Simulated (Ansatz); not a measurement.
Molecule: GeBr₂ (charge -1, doublet). 
Structure (B3LYP-D3(BJ)/def2-TZVP (Ansatz, an electronic-structure program) minimum search):
```
Ge
Br 1 2.5363
Br 1 2.5363 2 101.18
```
Charge -1, spin multiplicity 2.

Total electronic energies in hartree. Valence correlation only, unless marked. Open shells are spin-unrestricted. No spin-orbit coupling. Frozen are the shells of the preceding noble gas and the d and f shells that filled before the atom's block. No relativistic terms. CBS(X,Y): correlation extrapolated as X^-3; Hartree-Fock from the larger set. [CCSD(T)-MP2]/basis is that difference in the basis named.

| level | program | energy (Eh) |
|---|---|---|
| B3LYP-D4/def2-TZVPD | Ansatz + dftd4 | -7225.58203 |
| PBE0/6-31G* | Ansatz | -7223.73124 |
| PBE0/def2-TZVP | Ansatz | -7224.60850 |
| BHLYP/def2-TZVPD | Ansatz | -7225.43305 |
| LC-wPBE-D4/def2-TZVPD | Ansatz + dftd4 | -7224.47532 |
| MP2/6-31G | Ansatz | -7219.38877 |
| SCS-MP2/STO-3G | Ansatz | -7141.07785 |
| CCSD/6-31G* | Ansatz | -7219.76552 |
| RI-MP2/CBS(aug-cc-pVTZ,aug-cc-pVQZ)+[CCSD(T)-MP2]/aug-cc-pVTZ | Ansatz | -7221.0351 |

Totals of different functionals don't rank their quality; only differences between species are comparable.
